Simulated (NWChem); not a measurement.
Molecule: InHCl₂; SMILES [Cl][InH][Cl]

Computed with NWChem. Structure relaxed at the PBE0/def2-SVP level. def2 effective core potentials on In; no spin-orbit coupling.

For level TPSS/def2-SVP (core potentials):

- highest occupied level (eV) = -7.49
- orbital gap (eV) = 4.92
- dipole (D) = 2.41

Estimate the same quantities for level TPSS/STO-3G (all-electron, non-relativistic).


| Quantity | Value |
|---|---|
| highest occupied level (eV) | -4.55 |
| orbital gap (eV) | 4.69 |
| dipole (D) | 2.76 |
